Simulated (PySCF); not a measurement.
## Structure from 2D NMR

Compound of formula C$_{5}$H$_{13}$NSi$_{2}$. Correlations simulated from computed shifts and the bond graph:

HSQC (one-bond C–H):
| δH | δC |
| --- | --- |
| 3.80 | 51.7 |
| 2.19 | 5.6 |
| 1.33 | 34.8 |
| 0.49 | 34.8 |

COSY cross peaks (H two or three bonds apart, from the bond graph; peaks can be absent where the dihedral angle is near 90°):
| δH | δH |
| --- | --- |
| 2.19 | 1.33 |
| 2.19 | 0.49 |
| 1.33 | 0.49 |

HMBC (two and three bonds, from the bond graph):
| δH | δC |
| --- | --- |
| 4.61 | 51.7 |
| 3.80 | 34.8, 17.2, 5.6 |
| 2.19 | 51.7, 34.8, 17.2 |
| 1.33 | 51.7, 34.8, 17.2, 5.6 |
| 0.49 | 51.7, 34.8, 17.2, 5.6 |

Carbons without hydrogens: δ 17.2.

- shielding tensors at PBE0/pcSseg-1 (GIAO)
- GFN2-xTB structure
- run in PySCF
- equivalent nuclei averaged, isolated molecule, relativity neglected, a single conformation

Chemical shifts δ = σref − σ; TMS for 1H and 13C, all at this level.

Exchangeable hydrogens are left out of these lists.

Question: Work out the connectivity.

Answer: SMILES [SiH3]N([SiH3])C[C@]12C[C@H]1C2.

Atom-mapped SMILES (the numbers label the heavy atoms): `[SiH3:1][N:2]([SiH3:3])[CH2:4][C@:5]12[CH2:6][C@H:7]1[CH2:8]2` (H(Xn): hydrogen on atom n). Ha(C8) is cis to C6 on the ring; Ha(C6) is cis to C8 on the ring; Hb(C8) is trans to C6 on the ring; Hb(C6) is trans to C8 on the ring.

δC 51.7 is C4, an sp3 CH2 bonded to N (δH 3.80). δC 34.8 is C6/C8, a three-membered-ring carbon (δH 0.49, 1.33). δC 17.2 is C5, a three-membered-ring carbon. δC 5.6 is C7, a three-membered-ring carbon (δH 2.19). HMBC from δH 3.80 reaches the proton-free carbon C5. HMBC from δH 2.19 reaches the proton-free carbon C5. HMBC from δH 1.33 reaches the proton-free carbon C5. HMBC from δH 0.49 reaches the proton-free carbon C5. COSY links 2.19–1.33, 2.19–0.49, 1.33–0.49.

The shifts were computed for this structure.

Shifts are as computed. Against solution values, carbons near 30 ppm lie about +3 ppm off and those near 130 ppm about +5 ppm. Of 1309 compounds with measured shifts, 239 miss one by over three times the rms of a fit or turn the order of signals round; such compounds aren't used in these exercises.
